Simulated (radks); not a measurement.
The numbers below are computed, except where a source is named.
C IV, 3 electrons, occupied as [He] 2s1. Level of theory: non-relativistic Kohn-Sham, PBE, spin-polarised, spherical densities, point nucleus; open shells are filled with parallel spins first (a radial shooting solver on a logarithmic mesh with Libxc functionals).

Unscreened Slater integrals over Kohn-Sham orbitals (hartree). They are taken over the spin-up orbitals.

F0(2s,2s): 0.70977
F0(2s,1s): 0.99125
G0(2s,1s): 0.086541
F0(1s,1s): 3.5007
